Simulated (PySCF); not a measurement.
Sulfur tetrafluoride, SMILES FS(F)(F)F, PBE0/def2-SVP optimised geometry.

```
5

F      0.79     0.00     0.00
S     -0.79     0.00     0.00
F     -0.72    -1.65     0.17
F     -0.72     1.65     0.00
F     -1.09     0.08     1.55
```

Density from PBE0/def2-TZVP (PySCF) at that geometry.

Minimum of the electron density along straight lines between bonded atoms, close to the bond critical point (lines longer than 1.1 times the sum of covalent radii, or with two minima, are not listed):

```json
[
 {"bond": "F1–S2", "length / Å": "1.581", "ρ at the minimum / e bohr⁻³": "0.217", "∇²ρ there / e bohr⁻⁵": "0.07", "position (fraction from the first atom)": "0.60"},
 {"bond": "S2–F3", "length / Å": "1.658", "ρ at the minimum / e bohr⁻³": "0.191", "∇²ρ there / e bohr⁻⁵": "-0.17", "position (fraction from the first atom)": "0.42"},
 {"bond": "S2–F4", "length / Å": "1.658", "ρ at the minimum / e bohr⁻³": "0.191", "∇²ρ there / e bohr⁻⁵": "-0.17", "position (fraction from the first atom)": "0.42"},
 {"bond": "S2–F5", "length / Å": "1.581", "ρ at the minimum / e bohr⁻³": "0.217", "∇²ρ there / e bohr⁻⁵": "0.07", "position (fraction from the first atom)": "0.40"}
]
```
